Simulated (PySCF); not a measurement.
Al(H)(Me)(PH2) (CH6AlP), SMILES [CH3][AlH][PH2]. Heavy atoms are numbered as in [AlH:1]([CH3:3])[PH2:7]. Hydrogens are named by the atom that carries them.

Geometry optimised at B3LYP-D3(BJ)/def2-SVP. One conformer was computed; it need not be the lowest.

Computed with HF/pcSseg-1 (PySCF).

GIAO shieldings, no solvent; atoms alike by connectivity are averaged. δ = σ(ref) − σ: ¹H against TMS (σ = 31.99 ppm); ¹³C against TMS (σ = 192.6 ppm); ³¹P against PH3 (σ = 598.4 ppm), references at their B3LYP-D3(BJ)/def2-TZVP geometries, non-relativistic.

Estimate the chemical shifts. (The exact figures need the calculation; the answer reports its results.)


```tsv
nucleus	atoms	count	δ (ppm)
¹H	H on Al1	1	5.45
¹H	H on P7	2	1.61
¹H	H on C3	3	0.29
¹³C	C3 (CH3)	1	-3.2
³¹P	P7 (PH2)	1	-20.9
```
